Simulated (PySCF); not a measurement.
Nuclear quadrupole coupling in `CC(C)[C@@]1([S-])C[C@H]1C#N`

Compound: C₇H₁₀NS (charge -1).
Atom-mapped SMILES: `[CH3:1][CH:2]([CH3:3])[C@@:4]1([S-:5])[CH2:6][C@H:7]1[C:8]#[N:9]` (hydrogens: H10, H11, H12 on C1; H13 on C2; H14, H15, H16 on C3; H17, H18 on C6; H19 on C7)

Cartesian coordinates in Å at the GFN2-xTB level; atoms count from 1:
```xyz
19
C7H10NS angstrom
C     -1.9551    0.3672    0.4840
C     -0.6843   -0.2612   -0.0832
C     -0.8593   -0.5947   -1.5615
C      0.4754    0.7107    0.0962
S      0.3430    2.2436   -0.7467
C      1.2147    0.6514    1.3955
C      1.8953    0.0730    0.1713
C      2.0760   -1.3094    0.0619
N      2.2145   -2.4512   -0.0530
H     -2.8166   -0.2828    0.3294
H     -2.1279    1.3184   -0.0154
H     -1.8417    0.5564    1.5508
H     -0.4614   -1.1866    0.4684
H     -1.7535   -1.1961   -1.7252
H     -0.9428    0.3355   -2.1210
H      0.0067   -1.1443   -1.9269
H      1.6300    1.5685    1.7905
H      0.8897   -0.0533    2.1536
H      2.6874    0.6640   -0.2760
```

Field gradients from the PBE0/pcSseg-1 density (PySCF, non-relativistic), principal values in atomic units, ordered |Vxx| ≤ |Vyy| ≤ |Vzz|:

```json
{"atom": "S5", "Vxx": "-1.3449", "Vyy": "-1.4860", "Vzz": "2.8309"}
{"atom": "N9", "Vxx": "0.2885", "Vyy": "0.5332", "Vzz": "-0.8217"}
```

Q: Find the asymmetry η = (Vxx − Vyy)/Vzz and the couplings χ = eQV/h (234.96 MHz × Q in barn × V in au), with Q(33S) = −0.0678 b, Q(14N) = 0.02044 b.

A: 
```tsv
atom	environment	nucleus	η	χzz (MHz)	χxx (MHz)	χyy (MHz)
S5	thiolate sulfur	33S	0.05	-45.10	21.42	23.67
N9	nitrile nitrogen	14N	0.30	-3.946	1.386	2.561
```

The tensor is traceless: Vxx + Vyy + Vzz = 0.

Q: What is Vzz at S5 in SI units (1 au = 9.71736 × 10²¹ V/m²)?

A: 2.8309 au = 27.509 × 10²¹ V/m².

Q: And the gradient at the other heavy atoms, for which no coupling is worked out here?

A: 
```csv
atom,environment,Vzz (au),η
C1,methyl carbon,-0.080,0.44
C2,sp3 CH carbon,-0.032,0.75
C3,methyl carbon,-0.083,0.70
C4,sp3 carbon bound to sulfur,0.218,0.21
C6,three-membered-ring carbon,0.231,0.27
C7,sp3 carbon next to a nitrile,0.258,0.92
C8,nitrile carbon,-0.458,0.03
```

Q: What couplings would deuterons (Q(2H) = 0.00286 b) have in place of the hydrogens, at this geometry?

A: 
| atom | bonded to | bond length (Å) | Vzz (au) | η | χzz (kHz) |
| --- | --- | --- | --- | --- | --- |
| H10 | C1 | 1.090 | 0.3180 | 0.02 | 214 |
| H11 | C1 | 1.088 | 0.3058 | 0.02 | 205 |
| H12 | C1 | 1.089 | 0.3179 | 0.02 | 214 |
| H13 | C2 | 1.100 | 0.2875 | 0.02 | 193 |
| H14 | C3 | 1.090 | 0.3187 | 0.03 | 214 |
| H15 | C3 | 1.089 | 0.3034 | 0.02 | 204 |
| H16 | C3 | 1.089 | 0.3148 | 0.03 | 212 |
| H17 | C6 | 1.081 | 0.3287 | 0.07 | 221 |
| H18 | C6 | 1.085 | 0.3244 | 0.07 | 218 |
| H19 | C7 | 1.085 | 0.3196 | 0.11 | 215 |

Geometry: GFN2-xTB, one conformer, isolated ion. The pcSseg-1 basis has no diffuse functions, a weakness for an anion. GFN2-xTB bond lengths can be off by several hundredths of an ångström, more for odd bonds, and the gradients follow them. With so small a basis the couplings can be 20 % off.

The run behind these numbers computed NMR shieldings as well. Hardware: x86-64 server, one thread, no GPU, shared host. Cost: 34 s of wall time.
